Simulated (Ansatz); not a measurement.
Cost and result for the atomization energy of `[F][Sn]([F])([SeH])[SeH]` (7 atoms, 6 bonds).

Charge 0, multiplicity 1. Correlated methods include outer-core shells of Se, Sn, which these sets cover unevenly. Scalar relativity is left out up to krypton. Sn takes the def2 core potential. The geometry is a stationary point of PBE0-D4/def2-TZVP. It is one conformer, not always the lowest. Program: Ansatz. All runs use 4 threads of an Intel Xeon 6975P-C on a shared host. Times are those of one run each, without the atoms' runs, and a repeat can differ threefold. Electronic energies, without spin–orbit coupling; frozen cores. CCSD(T)/CBS adds CCSD(T) − MP2 in def2-TZVPP to the MP2 limit, and its time is that of the two runs behind it. T1 = 0.012. With those shells the extrapolation isn't a true limit. B3LYP takes the VWN-RPA correlation (the form of Gaussian; ORCA's B3LYP/G).

CCSD(T)/CBS is a level of theory with its own doubt, some kJ/mol a heavy atom from the limit and from the frozen cores, so smaller differences don't rank the functionals.

| level | functions | atomization (kJ/mol) | difference from CCSD(T)/CBS | per bond |
| --- | --- | --- | --- | --- |
| B2PLYP/def2-TZVPP | 236 | 1963.1 | -90.9 | -15.1 |
| PBE-D4/def2-TZVPP (with forces) | 236 | 2062.8 | 8.8 | 1.5 |
| BHLYP-D4/def2-TZVPP | 236 | 1887.4 | -166.6 | -27.8 |
| B3LYP-D4/def2-TZVPP (with forces) | 236 | 1984.1 | -69.9 | -11.6 |
| CCSD(T)/CBS(def2) | – | 2054.0 | 0.0 | 0.0 |
| revPBE-D4/def2-TZVPP | 236 | 1982.8 | -71.2 | -11.9 |
| CCSD(T)/def2-SVP | 128 | 1807.4 | -246.6 | -41.1 |
| ωB97X-V/def2-TZVPP | 236 | 2027.1 | -26.9 | -4.5 |
| ωB97M-V/def2-TZVPP (with forces) | 236 | 1987.0 | -67.0 | -11.2 |
| CCSD(T)/def2-TZVPP | 236 | 1946.3 | -107.7 | -17.9 |
| r2SCAN-D4/def2-TZVPP (with forces) | 236 | 2025.6 | -28.4 | -4.7 |
| CAM-B3LYP-D4/def2-TZVPP | 236 | 1993.2 | -60.8 | -10.1 |
| MP2/def2-QZVPP | 434 | 2067.3 | 13.3 | 2.2 |

Problem. Order the runs by time, with rough figures. (An estimate is asked.)

Solution. The calculation gave: revPBE-D4/def2-TZVPP 1.4 s; PBE-D4/def2-TZVPP (with forces) 1.6 s; r2SCAN-D4/def2-TZVPP (with forces) 2.9 s; BHLYP-D4/def2-TZVPP 2.9 s; CAM-B3LYP-D4/def2-TZVPP 3.1 s; B3LYP-D4/def2-TZVPP (with forces) 3.8 s; B2PLYP/def2-TZVPP 4.3 s; ωB97X-V/def2-TZVPP 6 s; ωB97M-V/def2-TZVPP (with forces) 8 s; CCSD(T)/def2-SVP 11 s; MP2/def2-QZVPP 16 s; CCSD(T)/def2-TZVPP 98 s; CCSD(T)/CBS(def2) 110 s.

Leaving LDA and LC-ωPBE aside and taking each functional with its dispersion term where it has one, the values spread over 175.4 kJ/mol, from BHLYP-D4 to PBE-D4. LDA lies +358.0 kJ/mol from PBE without D4, its usual overbinding. At CCSD(T), def2-SVP lies −246.6 kJ/mol from the extrapolated value and def2-TZVPP −107.6 kJ/mol: correlation converges slowly with the basis, and small sets miss more of it in the bonded molecule than in its fragments. From BLYP to BHLYP (50 % exact exchange), in def2-TZVPP and without D4, the atomization energy moves by −115.1 kJ/mol: exact exchange takes away binding that semilocal exchange gives to molecules.

Spin–orbit coupling would lower the free Sn atoms strongly, and the atomization energy with them, by more than many differences here. For some Ge, Se and Sn compounds the MP2-based and the directly extrapolated limit differ by 10 to 25 kJ/mol.
